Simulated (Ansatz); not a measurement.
AlH$_{9}$OSi$_{2}$, SMILES `[AlH3-][O+]([SiH3])[SiH3]`. Charge 0, multiplicity 1. The geometry is a stationary point of PBE0-D4/def2-TZVP.

```xyz
13

Al   -0.236    1.738    0.602
O     0.147   -0.121   -0.030
Si   -0.004   -1.303    1.172
Si    0.238   -0.269   -1.715
H    -0.933    2.217   -0.760
H    -1.170    1.292    1.826
H     1.212    2.311    0.939
H     0.653   -2.515    0.627
H     0.700   -0.800    2.367
H    -1.437   -1.561    1.421
H    -1.125   -0.223   -2.281
H     0.858   -1.594   -1.965
H     1.097    0.827   -2.203
```

Question: What is the dipole moment at ωB97M-V/def2-TZVPP? (Estimate.)

Answer: The calculation gave: 3.77 D, with components (0.46, -3.54, -1.23) D in this frame, pointing from negative to positive charge.

Question: And with PBE, r2SCAN, B3LYP? (An estimate is asked.)

Answer: Ansatz gave: PBE 3.60 D, r2SCAN 3.70 D, B3LYP 3.74 D.

Question: Give the Mulliken charges with ωB97M-V, PBE, r2SCAN in def2-TZVPP. (Best estimate.)

Answer: The calculation gave: 
```
atom  ωB97M-V    PBE  r2SCAN
 Al1     0.25   0.24    0.38
  O2    -0.33  -0.23   -0.36
 Si3     0.24   0.30    0.39
 Si4     0.24   0.30    0.39
  H5    -0.16  -0.16   -0.20
  H6    -0.16  -0.16   -0.20
  H7    -0.15  -0.16   -0.20
  H8     0.00  -0.04   -0.05
  H9     0.03  -0.01   -0.02
 H10     0.02  -0.02   -0.03
 H11     0.02  -0.02   -0.03
 H12     0.00  -0.04   -0.05
 H13     0.03  -0.01   -0.02
```

B3LYP here is the variant with VWN-RPA as its local correlation; programs differ in this.
